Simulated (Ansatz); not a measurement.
In(H2O)H3 (InOH₅). Charge 0, multiplicity 1. Geometry relaxed at PBE-D4/def2-TZVP.

```
atom    x (Å)    y (Å)    z (Å)
 In1  -0.8219  -0.5546  -0.4828
  O2   1.1086   0.3770   0.7611
  H3   0.7658   1.1245   1.2826
  H4   1.6987   0.7740   0.0959
  H5  -0.7429  -2.2023   0.0532
  H6  -0.1018  -0.0911  -2.0059
  H7  -1.9064   0.5724   0.2960
```

In the def2 sets In takes a core potential; there is no spin–orbit coupling.

Task: Estimate the harmonic wavenumbers at RKS PBE-D4/def2-TZVP (Ansatz, unscaled). Is this a minimum?

Result: 104, 209, 225, 269, 424, 522, 577, 583, 619, 1582, 1707, 1713, 1753, 3666, 3767 cm⁻¹. Yes, no mode is imaginary beyond noise. Zero-point energy 106.0 kJ/mol. It took 22 s on 4 threads of Arm Neoverse V1 on a shared host.
